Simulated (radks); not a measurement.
Q: The mean radii <r> (bohr) of the occupied orbitals of an atom or ion are listed with their occupations. All-electron calculation, scalar-relativistic Kohn-Sham, PBEsol, spin-polarised, spherical densities, finite nucleus; Fermi nuclear charge, rms radius of each element as measured or else 0.836 A^(1/3) + 0.57 fm. Program: a radial shooting solver on a logarithmic mesh with Libxc functionals.

orbital  occ.      <r>
1s down     1  0.06360
1s up       1  0.06360
2s up       1   0.2936
2s down     1   0.2931
2p up       3   0.2603
2p down     3   0.2597
3s up       1   0.9045
3s down     1   0.9057
3p up       3   0.9692
3p down     3   0.9722
3d up       5    1.380

Name the element and its charge. Open shells, if any, are filled with parallel spins first.

A: Z = 24, chromium, charge +1: Cr+ in [Ar] 3d5. The 1s radius gives Z: for a bare nucleus <r> = (2 gamma + 1)/(2Z) with gamma = sqrt(1 - (Z/c)^2), 0.06186 bohr for Z = 24, and screening makes it slightly larger (0.06360 here). The occupations add up to 23, and the charge is Z minus that.
